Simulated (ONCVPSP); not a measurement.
**Configuration tests for Os (Z = 76) (ONCV)**

```json
{
 "Element": "Os",
 "Generator": "ONCVPSP 4.0.1",
 "Type": "optimised norm-conserving Vanderbilt (ONCV)",
 "Functional": "LDA (Perdew-Wang 92)",
 "Relativity": "scalar-relativistic",
 "Frozen core": "[Kr] 4d10",
 "Valence charge": "30",
 "Reference configuration": "4f14 5s2 5p6 5d6 6s1.75 6p0.25",
 "Partial waves": "5s+6s: rc 1.65 bohr, ncon 5, nbas 9, qcut 8.5 1/bohr, 2 projectors; 5p+6p: rc 2.25 bohr, ncon 3, nbas 6, qcut 6.6 1/bohr, 3 projectors, debl 0.4 Ha; 5d: rc 2.30 bohr, ncon 3, nbas 8, qcut 8.3 1/bohr, 1 projector; 4f: rc 1.05 bohr, ncon 4, nbas 8, qcut 19 1/bohr, 2 projectors, debl 2.6 Ha",
 "Local potential": "polynomial inside 0.85 bohr (lpopt 5, dvloc0 1 Ha)",
 "Core correction": "none"
}
```

Energies are relative to the spin-unpolarised reference configuration 4f14 5s2 5p6 5d6 6s1.75 6p0.25; without spin polarisation the order of configurations can differ from experiment. Not all tests gave a result: 1 of 4 tests not solved or not reliable.

```json
{"valence configuration": "4f14 5s2 5p6 5d6 6s2 6p0", "charge": "0", "ΔE all-electron (eV)": "-1.254", "error AE − PS (meV)": "+0.3"}
{"valence configuration": "4f14 5s2 5p6 5d6 6s1 6p0", "charge": "+1", "ΔE all-electron (eV)": "8.602", "error AE − PS (meV)": "-3.1"}
{"valence configuration": "4f14 5s2 5p6 5d6 6s0 6p0", "charge": "+2", "ΔE all-electron (eV)": "25.878", "error AE − PS (meV)": "-10"}
```

Levels in the configuration 4f14 5s2 5p6 5d6 6s0 6p0:

```tsv
level	all-electron (eV)	pseudo (eV)
4f	-69.567	-69.654
5s	-109.104	-109.120
5p	-68.334	-68.343
5d	-23.228	-23.226
```

Note: ghosts flagged at negative energy: s at -166.3 eV; GHOST(+) flagged for p at 161.5 eV. A true bound ghost makes a file unfit for plane-wave use.
